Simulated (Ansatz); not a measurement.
## Energy profile

The step: GaH₃S ([SH][GaH2]) + PH₃ → GaPH₄ ([PH2][GaH2]) + H₂S (still joined by a long Ga–S bond); bonds formed: S2–H5; dative contacts that become bonds: Ga1–P6; bonds broken: H5–P6; bonds weakened to dative contacts: Ga1–S2 (atoms numbered as in the saddle structure below).

Ga1  (-1.092, 0.407, -0.523)
S2  (1.141, 0.802, -1.357)
H3  (-1.789, -0.516, -1.563)
H4  (-1.581, 1.655, 0.266)
H5  (0.712, -0.237, -0.088)
P6  (-0.206, -1.159, 1.189)
H7  (1.404, 1.768, -0.462)
H8  (0.825, -0.555, 1.947)
H9  (0.587, -2.166, 0.591)
(Å)

Electronic energies by CCSD(T) at an estimated basis limit (MP2 extrapolated from triple and quadruple zeta, plus CCSD(T) − MP2 in triple zeta), on PBE0-D4/def2-TZVP structures; GaPH₆S, singlet; no counterpoise correction. Ansatz 0.2.0; basis: def2-TZVPP and def2-QZVPP; cores frozen in the correlated methods. Filled d shells of the heavier atoms are correlated. The def2 sets are not built for correlating such inner shells, so the correlated values are less sure here. Extrapolation: Hartree–Fock as exp(−7.88 √X), correlation as X^−2.97.

Give the profile in eV, counted from the separated reactants. (Judge from chemistry; the value comes from the calculation.)

Computed:
```
                                                                                                 point      eV
 separated: GaH₃S (linked as [SH][GaH2]; Ga1, S2, H3, H4, H7; singlet) + PH₃ (H5, P6, H8, H9; singlet)   0.000
                                                                                       start structure  -0.481
                                                                                                saddle   0.945
                                                                                         end structure   0.113
separated: GaPH₄ (linked as [PH2][GaH2]; Ga1, H3, H4, P6, H8, H9; singlet) + H₂S (S2, H5, H7; singlet)   0.569
```

The T1 diagnostic stays at or below 0.015.

For scale, one of the runs: CCSD(T)/def2-TZVPP, 216 basis functions, launched by `ansatz run in.yaml --threads 4 --pin off --events-out ev --progress --plain --max-ram 9574MiB`. Time: 70 s of wall clock on 4 CPU threads of an Arm Neoverse V1; the host was shared. Peak host memory: 2.9 GiB.
